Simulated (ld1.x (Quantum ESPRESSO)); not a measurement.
**Pt (Z = 78): variants of one TM semilocal potential**

Base potential:

| Quantity | Value |
| --- | --- |
| Element | platinum |
| Generator | ld1.x (Quantum ESPRESSO) 7.5 |
| Type | norm-conserving Troullier–Martins (semilocal form) |
| Functional | LDA (PZ) |
| Relativity | scalar-relativistic |
| Frozen core | [Kr] 4d10 |
| Valence charge | 32 |
| Reference configuration | 4f14 5s2 5p6 5d10 6s0 6p0 |
| Partial waves | 5s (bound): rc 0.90 bohr; 5p (bound): rc 1.75 bohr; 5d (bound): rc 1.85 bohr; 4f (bound): rc 1.05 bohr |
| Local potential | the f channel |
| Core correction | a·sin(br)/r model core inside 0.75 bohr |

All-electron outer shells of the reference configuration (LDA (PZ), scalar-relativistic, ld1.x):

```json
{"shell": "4p", "level (eV)": "-516.84", "outermost node (bohr)": "0.22", "outermost maximum (bohr)": "0.41"}
{"shell": "4d", "level (eV)": "-304.34", "outermost node (bohr)": "0.20", "outermost maximum (bohr)": "0.42"}
{"shell": "5s", "level (eV)": "-99.83", "outermost node (bohr)": "0.49", "outermost maximum (bohr)": "0.87"}
{"shell": "4f", "level (eV)": "-68.07", "outermost node (bohr)": "–", "outermost maximum (bohr)": "0.38"}
{"shell": "5p", "level (eV)": "-54.03", "outermost node (bohr)": "0.53", "outermost maximum (bohr)": "0.98"}
{"shell": "6s", "level (eV)": "-5.22", "outermost node (bohr)": "1.14", "outermost maximum (bohr)": "2.44"}
{"shell": "5d", "level (eV)": "-4.72", "outermost node (bohr)": "0.57", "outermost maximum (bohr)": "1.28"}
{"shell": "6p", "level (eV)": "-0.64", "outermost node (bohr)": "1.37", "outermost maximum (bohr)": "3.78"}
```

Cutoffs, loose and tight: the cutoffs (Ry, on a coarse ladder) from which the occupation-weighted sum of valence levels, in a spherical-Bessel basis at the reference potential, stays within 10 and 1 mRy of its value at 400 Ry. They do not see the model core or the augmentation charge, which bear on the density cutoff. Test errors are all-electron minus pseudo excitation energies from the reference, over the configurations 4f14 5s2 5p6 5d9 6s1 6p0; 4f14 5s2 5p6 5d9 6s0 6p0; 4f14 5s2 5p6 5d8 6s0 6p0; 4f14 5s2 5p6 5d8 6s1 6p0; 4f14 5s2 5p6 5d7 6s0 6p0; 4f14 5s1 5p6 5d9 6s1 6p0; 4f14 5s2 5p6 5d9 6s0 6p1 (two spin-polarised tests are not counted in the largest error). A dash means not determined; rows that change the core or the reference have their own tests. The largest error is taken over the tests solved by every variant that gives reliable tests at all: 4f14 5s2 5p6 5d7 6s0 6p0; 4f14 5s2 5p6 5d8 6s0 6p0; 4f14 5s2 5p6 5d9 6s0 6p0; 4f14 5s2 5p6 5d9 6s0 6p1.

Cutoffs are not given where the Bessel-basis levels miss the radial ones by over 6 mRy, ghosts where they miss by over 20 mRy; a channel whose overlap is not positive is not tested.

A semilocal file is local in each channel, so a ghost entry of none says nothing of the separable form that plane-wave codes build from it.

```tsv
change	outcome	bound ghosts	largest test error (meV)
base	generated	not determined	+199
wave 5s (bound): rc 0.90 bohr becomes 5s (bound): rc 0.60 bohr	generated	not determined	+199
wave 5s (bound): rc 0.90 bohr becomes 5s (bound): rc 0.64 bohr	generated	not determined	+199
wave 5s (bound): rc 0.90 bohr becomes 5s (bound): rc 0.76 bohr	generated	not determined	+199
wave 5s (bound): rc 0.90 bohr becomes 5s (bound): rc 0.82 bohr	generated	not determined	+199
wave 5s (bound): rc 0.90 bohr becomes 5s (bound): rc 0.92 bohr	generated	not determined	+199
wave 5s (bound): rc 0.90 bohr becomes 5s (bound): rc 1.00 bohr	generated	not determined	+199
wave 5s (bound): rc 0.90 bohr becomes 5s (bound): rc 1.10 bohr	generated	not determined	+199
wave 5s (bound): rc 0.90 bohr becomes 5s (bound): rc 1.16 bohr	generated	not determined	+199
wave 5s (bound): rc 0.90 bohr becomes 5s (bound): rc 1.28 bohr	generated	not determined	+199
wave 5s (bound): rc 0.90 bohr becomes 5s (bound): rc 1.34 bohr	generated	not determined	+199
```
